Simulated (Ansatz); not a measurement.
BeMeBr (CH3BeBr). Total charge 0; triplet. Geometry PBE0-D4/def2-TZVP, that of the neutral singlet; atoms count from 1.

```csv
atom,x (Å),y (Å),z (Å)
Be1,-0.142,-0.340,-0.918
C2,0.101,0.231,0.635
H3,0.638,-0.493,1.256
H4,-0.848,0.447,1.136
H5,0.686,1.157,0.636
Br6,-0.435,-1.003,-2.745
```

At PBE0-D4/def2-TZVP a singlet of charge 0 lies 6.64 eV below the triplet at the same geometry.

**Question.** Estimate the Mulliken populations from the PBE0/def2-TZVP orbitals of Ansatz.

**Answer.** 
```tsv
atom	charge (e)	spin (α − β)
Be1	-0.21	1.13
C2	-0.31	0.39
H3	0.17	0.02
H4	0.15	0.01
H5	0.15	0.00
Br6	0.04	0.45
```
Mulliken values and Mayer orders depend strongly on the basis.

**Question.** Where does the spin sit?

**Answer.** Summed by element: Be 1.13, C 0.39, H 0.03, Br 0.45, of 2 unpaired in all. Largest on single atoms: Be1 1.13, Br6 0.45, C2 0.39.

**Question.** And the Mayer bond orders between bonded heavy atoms (over 0.3)?

**Answer.** Be1–C2 0.79 (1.67 Å); Be1–Br6 1.10 (1.97 Å). Values over 0.3 also appear between atoms too far apart for a bond (C2–Br6 0.33 at 3.64 Å); they arise where an orbital or an unpaired electron spreads over both atoms.
